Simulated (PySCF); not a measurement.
Molecule: tetrafluorogermane, GeF$_{4}$, charge 0, multiplicity 1. 
Coordinates optimised at B3LYP-D3(BJ)/def2-TZVP (Ansatz):
```xyz
5

F      1.3069    -1.0853    -0.0968
Ge     0.0000     0.0000     0.0000
F      0.5861     1.5972    -0.0248
F     -1.0389    -0.2436    -1.3254
F     -0.8541    -0.2684     1.4470
```

Dispersion corrections to the total energy (kcal/mol) from the dftd3 and dftd4 libraries through PySCF: D3(BJ) without and D4 with the three-body term, each with the damping fitted for the functional named.

```tsv
functional	D3(BJ)	D4
revPBE	-3.56	-6.04
BHLYP	-2.18	-2.45
B2PLYP	-1.27	-1.36
TPSSh	?	-2.41
LC-wPBE	?	-2.21
BP86	-2.42	-2.62
B3LYP	?	-3.22
```

Task: Complete the blanks.

Result: 
- TPSSh, D3(BJ): -1.67
- LC-wPBE, D3(BJ): -1.39
- B3LYP, D3(BJ): -2.64
